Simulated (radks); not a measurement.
Question: Method: scalar-relativistic Kohn-Sham, PBE, spin-polarised, spherical densities, point nucleus; open shells are filled with parallel spins first (spin-orbit coupling, left out, can overturn this in heavy ions); computed with a radial shooting solver on a logarithmic mesh with Libxc functionals. Each species is in its NIST ground configuration. Rank Ho3+, Eu3+, Dy3+, Gd3+, Ce3+, Sm3+, Yb3+, Tm3+, Tb3+, Lu3+, Pr3+, La3+, Er3+, Nd3+, Pm3+ by Delta-SCF ionisation energy (eV), largest first.

Answer: La3+ 50.586, Lu3+ 46.496, Yb3+ 45.744, Gd3+ 45.419, Tm3+ 44.923, Eu3+ 44.455, Er3+ 44.029, Sm3+ 43.397, Ho3+ 43.054, Pm3+ 42.233, Dy3+ 41.989, Nd3+ 40.950, Tb3+ 40.824, Pr3+ 39.527, Ce3+ 37.938.
